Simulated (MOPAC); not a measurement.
Input for MOPAC: PM3 on CH5BO (SMILES BOC), a point of a bond scan (R = 2.087 Å).

```
PM3 1SCF PRECISE CHARGE=0 THREADS=1
CH5BO

B     -0.29601612 1     0.11287921 1     1.27194518 1
H     -1.85021599 1     0.83699019 1     2.46116706 1
H      0.69681460 1    -0.37886937 1     1.73084670 1
O     -0.44734906 1     0.21797670 1    -0.05665238 1
C      0.53525936 1    -0.23564232 1    -0.98322630 1
H      1.39622510 1    -0.66492676 1    -0.46632952 1
H      0.08263230 1    -0.98692983 1    -1.63070172 1
H      0.85577534 1     0.60971339 1    -1.59246502 1
```

It printed:

```
*******************************************************************************
 **                                                                           **
 **                              MOPAC v23.2.5                                **
 **                                                                           **
 *******************************************************************************
 ** MOPAC's Digital Object Identifier: https://doi.org/10.5281/zenodo.6511958 **
 **                                                                           **
 ** Please cite the open-source release paper for use of this MOPAC version:  **
 ** J. E. Moussa and J. J. P. Stewart (2026)                                  **
 ** MOPAC: An open-source semiempirical molecular orbital program             **
 ** J. Open Source Softw., 11(119), 8025, https://doi.org/10.21105/joss.08025 **
 *******************************************************************************

                              PM3 CALCULATION RESULTS

 *******************************************************************************
 *  PM3        - The PM3 Hamiltonian to be used
 *
 *
 *
 *                 CHARGE ON SYSTEM = 0
 *
 *
 *
 *  PRECISE    - TIGHTER CRITERIA TO BE USED
 *  1SCF       - DO 1 SCF AND THEN STOP
 *  THREADS=1  - MULTI-THREADING NOT USED
 *  T=         - A TIME OF 172800.0 SECONDS REQUESTED
 *  DUMP=N     - RESTART FILE WRITTEN EVERY 7200.0 SECONDS REQUESTED
 *******************************************************************************
PM3 1SCF PRECISE CHARGE=0 THREADS=1
 CH5BO

   ATOM   CHEMICAL          X               Y               Z
  NUMBER   SYMBOL      (ANGSTROMS)     (ANGSTROMS)     (ANGSTROMS)

     1       B         -0.29601612  *   0.11287921  *   1.27194518  *
     2       H         -1.85021599  *   0.83699019  *   2.46116706  *
     3       H          0.69681460  *  -0.37886937  *   1.73084670  *
     4       O         -0.44734906  *   0.21797670  *  -0.05665238  *
     5       C          0.53525936  *  -0.23564232  *  -0.98322630  *
     6       H          1.39622510  *  -0.66492676  *  -0.46632952  *
     7       H          0.08263230  *  -0.98692983  *  -1.63070172  *
     8       H          0.85577534  *   0.60971339  *  -1.59246502  *



          CARTESIAN COORDINATES

    NO.       ATOM           X           Y           Z

     1         B         -0.2960      0.1129      1.2719
     2         H         -1.8502      0.8370      2.4612
     3         H          0.6968     -0.3789      1.7308
     4         O         -0.4473      0.2180     -0.0567
     5         C          0.5353     -0.2356     -0.9832
     6         H          1.3962     -0.6649     -0.4663
     7         H          0.0826     -0.9869     -1.6307
     8         H          0.8558      0.6097     -1.5925

  H: (PM3): J. J. P. STEWART, J. COMP. CHEM. 10, 209 (1989).
  B: (PM3): J. J. P. STEWART, J. MOL. MOD., 10, 155-164 (2004)
  C: (PM3): J. J. P. STEWART, J. COMP. CHEM. 10, 209 (1989).
  O: (PM3): J. J. P. STEWART, J. COMP. CHEM. 10, 209 (1989).

           Empirical Formula: C H5 O B  =     8 atoms



      MOLECULAR POINT GROUP   :   Cs


      RHF CALCULATION, NO. OF DOUBLY OCCUPIED LEVELS = 9


 -------------------------------------------------------------------------------
 PM3 1SCF PRECISE CHARGE=0 THREADS=1
 CH5BO



     1SCF WAS SPECIFIED, SO BFGS WAS NOT USED
     SCF FIELD WAS ACHIEVED


                              PM3 CALCULATION
                                                       MOPAC v23.2.5 Linux




          FINAL HEAT OF FORMATION =         32.79826 KCAL/MOL =     137.22791 KJ/MOL


          COSMO AREA              =         95.50 SQUARE ANGSTROMS
          COSMO VOLUME            =         75.71 CUBIC ANGSTROMS

          IONIZATION POTENTIAL    =         10.150660 EV
          HOMO LUMO ENERGIES (EV) =        -10.151 -0.002
          NO. OF FILLED LEVELS    =          9
          MOLECULAR WEIGHT        =         43.8599         POINT GROUP:  Cs

          MOLECULAR DIMENSIONS (Angstroms)

            Atom       Atom       Distance
            H     7    H     2     4.87914
            H     3    H     8     2.42777
            H     6    H     2     1.49402


          SCF CALCULATIONS        =          1





   ATOM   CHEMICAL          X               Y               Z
  NUMBER   SYMBOL      (ANGSTROMS)     (ANGSTROMS)     (ANGSTROMS)

     1       B         -0.29601612  *   0.11287921  *   1.27194518  *
     2       H         -1.85021599  *   0.83699019  *   2.46116706  *
     3       H          0.69681460  *  -0.37886937  *   1.73084670  *
     4       O         -0.44734906  *   0.21797670  *  -0.05665238  *
     5       C          0.53525936  *  -0.23564232  *  -0.98322630  *
     6       H          1.39622510  *  -0.66492676  *  -0.46632952  *
     7       H          0.08263230  *  -0.98692983  *  -1.63070172  *
     8       H          0.85577534  *   0.60971339  *  -1.59246502  *

                             CARTESIAN COORDINATES

   1    B       -0.296016120     0.112879210     1.271945180
   2    H       -1.850215990     0.836990190     2.461167060
   3    H        0.696814600    -0.378869370     1.730846700
   4    O       -0.447349060     0.217976700    -0.056652380
   5    C        0.535259360    -0.235642320    -0.983226300
   6    H        1.396225100    -0.664926760    -0.466329520
   7    H        0.082632300    -0.986929830    -1.630701720
   8    H        0.855775340     0.609713390    -1.592465020


           Empirical Formula: C H5 O B  =     8 atoms



      MOLECULAR POINT GROUP   :   Cs


                  EIGENVALUES
 -39.33909 -27.70063 -21.21636 -17.25813 -16.37964 -15.13366 -12.48399 -12.35145
 -10.15066  -0.00225   1.74268   2.97640   3.71685   3.90360   3.94502   4.46113
   6.07916


              NET ATOMIC CHARGES AND DIPOLE CONTRIBUTIONS

  ATOM NO.   TYPE          CHARGE      No. of ELECS.   s-Pop       p-Pop
    1          B          -0.106576        3.1066     1.19928     1.90730
    2          H           0.061877        0.9381     0.93812
    3          H           0.028429        0.9716     0.97157
    4          O          -0.146902        6.1469     1.73496     4.41194
    5          C           0.054080        3.9459     1.13713     2.80879
    6          H           0.031110        0.9689     0.96889
    7          H           0.038990        0.9610     0.96101
    8          H           0.038990        0.9610     0.96101
 DIPOLE           X         Y         Z       TOTAL
 POINT-CHG.     0.536    -0.246    -0.572     0.821
 HYBRID         0.512    -0.231    -0.697     0.895
 SUM            1.048    -0.477    -1.269     1.713


          ATOMIC ORBITAL ELECTRON POPULATIONS

     Atom    s        px        py        pz
    1  B   1.19928   0.76129   0.44691   0.69910
    2  H   0.93812
    3  H   0.97157
    4  O   1.73496   1.46194   1.60403   1.34597
    5  C   1.13713   0.91304   0.98298   0.91278
    6  H   0.96889
    7  H   0.96101
    8  H   0.96101

 **********************
 *                    *
 * JOB ENDED NORMALLY *
 *                    *
 **********************




 == MOPAC DONE ==
```

The run finished.

Cost: about 0.020 core-seconds (a rough figure).
